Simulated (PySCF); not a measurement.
C2H8ClNSi, SMILES C[Si](Cl)(N)C. Geometry: B3LYP-D3(BJ)/def2-SVP. The values are those of a single conformer.

Calculation: B3LYP-D3(BJ)/def2-SVP (PySCF).

Harmonic wavenumbers (cm⁻¹): 147, 159, 170, 173, 233, 238, 254, 300, 467, 493, 655, 696, 723, 777, 795, 847, 896, 908, 1275, 1279, 1427, 1430, 1434, 1439, 1552, 3032, 3034, 3124, 3124, 3130, 3132, 3553, 3641. Rotational constants (GHz): 3.244, 2.207, 2.111; symmetry number 1.

### Question
Work out the zero-point energy and the ideal-gas rigid-rotor harmonic-oscillator thermochemistry at 298.15 K and 1 atm.

### Answer
ZPE = ½ Σ hcν = ½ × 44539 cm⁻¹ = 266.40 kJ/mol. H − E(el) = 291.09 kJ/mol. Entropy in J/(mol K): translation 167.33, rotation 114.87, vibration 84.93, total 367.13. G − E(el) = 181.63 kJ/mol. Cp = 131.01 J/(mol K). Modes under 150 cm⁻¹ make the vibrational entropy uncertain.
